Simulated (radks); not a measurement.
Valence configurations of Yb II (all share [Xe]). Method: Dirac Kohn-Sham, PBE, spin-unpolarised, spherical densities, point nucleus; open shells fill j = l - 1/2 first; computed with a radial shooting solver on a logarithmic mesh with Libxc functionals. Energies are relative to 4f14 6s1; eigenvalues in eV.

valence           E (eV)  e(4f5/2)  e(4f7/2)  e(5d3/2)  e(6p1/2)  e(6s1/2)
4f14 6s1           0.000   -10.472    -9.155         -         -    -9.275
4f14 6p1           3.451   -11.725   -10.407         -    -6.521         -
4f14 5d1           2.785    -8.962    -7.646    -5.704         -         -
4f13 6s1 6p1       7.211   -20.380   -18.987         -    -7.531   -11.576
4f13.5 6s1 6p0.5   2.583   -15.211   -13.856         -    -6.727   -10.451
4f12.5 6s2 6p0.5   9.773   -24.713   -23.282         -    -7.759   -12.049
4f12 5d2 6s1      14.971   -23.984   -22.519    -9.513         -   -10.590
4f13 6s2           3.205   -19.159   -17.767         -         -   -10.924
4f12 5d1 6s2      14.224   -26.542   -25.076   -11.130         -   -11.528
4f12.5 6s1 6p1.5  14.103   -25.887   -24.456         -    -8.283   -12.652

NIST lists [Xe] 4f14 6s1 as the ground configuration; this level of theory agrees among the configurations tried. The energies are those of spherical spin-averaged densities, not of single terms.
